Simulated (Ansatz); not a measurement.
Isolated molecules relaxed with PBE0-D4/def2-TZVP in Ansatz; ΔE leaves out vibrations. CBS: MP2 limit from def2 TZ/QZ plus the TZ coupled-cluster correction, frozen cores. DFT in def2-TZVPP. Elements past krypton have def2 core potentials. For Se, Sn outer-core shells are correlated without core-valence functions, which leaves a few kJ/mol of doubt a bond. Scalar relativity is left out up to krypton. Each species was taken in one conformer, which may not be the lowest.

Reaction (ligand exchange at the Se–Sn bond): `[CH3][SnH2][SeH]` + H₂Se → `[SeH][SeH]` + `[CH3][SnH3]`

CCSD(T)/CBS gives +90.1 kJ/mol.

Task: Another level gave +84.2 kJ/mol. Which?
A. LDA (SPW92)/def2-TZVPP
B. MP2/def2-TZVPP
C. SCS-MP2/def2-TZVPP
D. CAM-B3LYP-D4/def2-TZVPP

Result: C. SCS-MP2/def2-TZVPP 84.2, LDA (SPW92) 74.6, CAM-B3LYP-D4 78.7, MP2/def2-TZVPP 88.7 kJ/mol.

Largest T1 diagnostic among the species: 0.012.

From BLYP to BHLYP (50 % exact exchange), in def2-TZVPP and without D4, ΔE moves by +9.5 kJ/mol. Leaving LDA and LC-ωPBE aside and taking each functional with its dispersion term where it has one, the values, not all of them listed here, spread over 13.0 kJ/mol, from revPBE-D4 to PBE-QIDH.
